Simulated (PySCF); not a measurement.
# One molecule, several mistakes: AlBH6N anion

All numbers below are calculated, not measured. They come from PySCF 2.14.0, an open-source quantum chemistry program, on an isolated molecule that a program drew, which may never have been made. The molecule is AlBH6N anion (charge -1, singlet), drawn as the SMILES string `B[NH][AlH3-]`.

Each row is a Hartree-Fock (HF) and frozen-core CCSD(T) single point in the aug-cc-pV(D+d)Z basis, meant for a local HF minimum. Run 1 is clean. Each other run has one planted mistake out of seven kinds, and not every kind appears here: one electron removed, one electron added, multiplicity raised by two, geometry at a saddle point, minimal basis STO-3G, one bond length entered in bohr, all coordinates scaled. The reference is restricted for singlets and unrestricted otherwise, and also for a bond in bohr. Adding or removing an electron swaps singlet and doublet. Electrons count all cores. HOMO and LUMO are orbital energies over both spins, the gradient is its largest component, and the lowest frequency (negative if imaginary) is given only where the gradient is small. Bond lengths are over the 8 bonds as drawn. T1 is the CCSD diagnostic: over 0.02 (restricted) or 0.045 (unrestricted) a single reference is doubtful.

Geometry of the clean run:
```xyz
9
AlBH6N anion, angstrom
B    -2.0383   -0.3590    0.1059
N    -1.6451    0.5571    1.0581
Al   -0.0380    0.7136    2.0868
H    -3.1227   -0.2816   -0.4520
H    -1.3168   -1.2810   -0.2146
H    -2.3229    1.2732    1.2390
H    -0.3689    1.8649    3.2120
H     1.2102    1.1938    1.1400
H     0.3176   -0.7171    2.7938
```

| run | electrons | basis functions | <S^2> | HOMO (eV) | LUMO (eV) | gradient (hartree/bohr) | lowest frequency (cm^-1) | mean bond (Å) | longest bond (Å) | T1 | HF (hartree) | CCSD(T) (hartree) | mistake |
|---|---|---|---|---|---|---|---|---|---|---|---|---|---|
| 1 | 32 | 132 | 0.000 | -5.31 | 3.24 | 3.4e-05 | 23 | 1.4561 | 1.915 | 0.0139 | -324.63031 | -325.06450 | no fault |
| 2 | 32 | 25 | 0.000 | -1.86 | 14.99 | 4.3e-02 | - | 1.4561 | 1.915 | 0.0209 | -320.54834 | -320.73034 | minimal basis STO-3G |
| 3 | 32 | 132 | 0.000 | -5.34 | 3.25 | 4.6e-02 | - | 1.5798 | 2.077 | 0.0171 | -324.58855 | -325.03513 | all coordinates scaled |
| 4 | 31 | 132 | 0.786 | -10.65 | -3.09 | 8.6e-02 | - | 1.4561 | 1.915 | 0.0481 | -324.47670 | -324.88959 | ? |
| 5 | 32 | 132 | 0.429 | -4.55 | 3.24 | 2.8e-02 | - | 1.5920 | 2.309 | 0.0587 | -324.52275 | -324.96418 | ? |

**Which mistake was planted in run 4, and what did it cost?**

It counts 31 electrons, one fewer than the clean run, at the same geometry and basis. So the mistake is: one electron removed. Subtracting run 1 and multiplying by 627.51 kcal/mol a hartree, the energy moved by 96.4 kcal/mol in HF and 109.8 kcal/mol in CCSD(T).

**Which mistake was planted in run 5, and what did it cost?**

The mean bond changes by a factor of 1.093 and the longest by 1.206, so the molecule wasn't scaled as a whole. A length L in bohr read as angstrom grows by (1/0.5292 - 1) L = 0.890 L. The 8 bonds together grew by 8 x 0.1359 = 1.087 Å, which gives L = 1.222 Å. That is the length of one of the B-H bonds, 1.222 Å in the clean geometry. So the mistake is: one bond length entered in bohr. Subtracting run 1 and multiplying by 627.51 kcal/mol a hartree, the energy moved by 67.5 kcal/mol in HF and 63.0 kcal/mol in CCSD(T).

Cautions from the logs. Run 2: T1 is over the limit, so its CCSD(T) energy is less reliable; run 4: T1 is over the limit, so its CCSD(T) energy is less reliable; run 5: T1 is over the limit, so its CCSD(T) energy is less reliable.
